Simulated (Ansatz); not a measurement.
The first iterations of a band of AlH₅N₂S (9 atoms, charge 0, multiplicity 1).

Computed with RKS r2SCAN/STO-3G in Ansatz.

| Quantity | Value |
| --- | --- |
| movable images | 7 |
| climbing image | yes |
| spring | 5.0 eV/Å² |
| optimiser | quadratic models (default) |
| start path | IDPP |
| force threshold | 0.05 eV/Å |
| iteration limit | 60 |
| end points | relaxed |

Image 0:

```xyz
9
Properties=species:S:1:pos:R:3
N -0.185 1.262 -0.754
Al -0.093 -0.176 0.210
N 1.212 -1.276 -0.080
S -1.523 -0.594 1.706
H 0.469 1.511 -1.514
H -0.917 1.988 -0.696
H 1.961 -1.148 -0.779
H 1.384 -2.155 0.434
H -2.220 0.542 1.455
```

Image 8:

```xyz
9
Properties=species:S:1:pos:R:3
N -0.192 1.256 -0.761
Al -0.093 -0.177 0.209
N 1.220 -1.271 -0.072
S -1.526 -0.597 1.700
H -0.923 1.983 -0.700
H 0.472 1.517 -1.508
H 1.967 -1.143 -0.773
H 1.391 -2.150 0.441
H -2.227 0.536 1.446
```

| iteration | highest image above the first end (eV) | largest band force component (eV/Å) |
| --- | --- | --- |
| 1 | 0.438 | 0.902 |
| 2 | 0.387 | 0.592 |
| 3 | 0.418 | 0.700 |
| 4 | 0.344 | 0.216 |
| 5 | 0.333 | 0.192 |

Q: Does the band converge within its limit, and where does its top end?

A: The run converged. It ended after 16 iterations with the highest image 0.241 eV above the first end. A vibrational analysis at the climbing image gives one clearly imaginary mode, 229i cm⁻¹: a first-order saddle point. Limits of this set-up: minimal basis.

Time of the run: 3.8 min on 1 thread of Intel(R) Xeon(R) Processor @ 2.70GHz, on a shared host, peak memory 0.12 GiB.
